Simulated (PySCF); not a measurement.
# J couplings in C$_{3}$H$_{3}$F$_{3}$O$_{2}$

Geometry:
```json
{"atom": "F1", "x (Å)": "2.071", "y (Å)": "-0.613", "z (Å)": "-0.784"}
{"atom": "C2", "x (Å)": "1.442", "y (Å)": "-0.292", "z (Å)": "0.363"}
{"atom": "F3", "x (Å)": "2.410", "y (Å)": "-0.086", "z (Å)": "1.269"}
{"atom": "O4", "x (Å)": "0.743", "y (Å)": "0.874", "z (Å)": "0.215"}
{"atom": "C5", "x (Å)": "-0.635", "y (Å)": "0.836", "z (Å)": "0.154"}
{"atom": "O6", "x (Å)": "-1.339", "y (Å)": "-0.201", "z (Å)": "0.758"}
{"atom": "C7", "x (Å)": "-1.402", "y (Å)": "-0.145", "z (Å)": "-0.624"}
{"atom": "F8", "x (Å)": "-0.743", "y (Å)": "-1.121", "z (Å)": "-1.281"}
{"atom": "H9", "x (Å)": "0.834", "y (Å)": "-1.152", "z (Å)": "0.689"}
{"atom": "H10", "x (Å)": "-1.015", "y (Å)": "1.842", "z (Å)": "0.301"}
{"atom": "H11", "x (Å)": "-2.361", "y (Å)": "0.061", "z (Å)": "-1.087"}
```

Method: B3LYP/pcJ-1 (spin–dipole term only in couplings to heteroatoms)//GFN2-xTB, PySCF; isolated molecule, single conformer, non-relativistic. Couplings are averaged over pairs made equivalent by symmetry, fast rotation or ring inversion, so a value needn't be that of the named pair in this geometry, while other rotamers aren't included; one pair stands for each set, and the list holds a selection of those of at least 0.8 Hz over up to four bonds, among pairs with at least one F or C or H atom (others weren't computed). One-bond C–F couplings come out tens of Hz too large with common functionals.

Isotopes: ¹³C, ¹⁹F, ¹H, ¹⁷O. Couplings to quadrupolar nuclei such as 17O and 33S are rarely resolved in practice.

```
   pair  bonds  J (Hz)
 F1, C2      1  -326.5
 C2, F3      1       ?
 C2, O4      1    18.9
 C2, H9      1   224.3
 O4, C5      1       ?
 C5, O6      1    30.5
 C5, C7      1       ?
C5, H10      1   223.3
 O6, C7      1    30.6
 C7, F8      1  -340.0
C7, H11      1   233.6
 F1, O4      2   -28.1
 F1, H9      2    78.4
 F3, O4      2   -43.7
 O4, C7      2    -1.2
 O4, H9      2       ?
O4, H10      2       ?
O6, H10      2       ?
O6, H11      2    -8.4
 F1, C5      3     1.0
 C2, O6      3    -2.2
 F3, C5      3     4.5
 O4, F8      3       ?
 C5, H9      3       ?
 C2, F8      4     4.9
 F3, O6      4     1.0
```

Estimate the withheld couplings, with signs.

Answers


- ¹J(C2,F3) = -311.0 Hz (bond length 1.342 Å)
- ¹J(O4,C5) = 33.1 Hz (bond length 1.380 Å)
- ¹J(C5,C7) = 39.3 Hz (bond length 1.469 Å)
- ²J(O4,H9) = -2.6 Hz (angle at C2 115°)
- ²J(O4,H10) = -25.4 Hz (angle at C5 109°)
- ²J(O6,H10) = -7.1 Hz (angle at C5 117°)
- ³J(O4,F8) = 3.4 Hz (dihedral angle 3°)
- ³J(C5,H9) = 4.7 Hz (dihedral angle 15°)
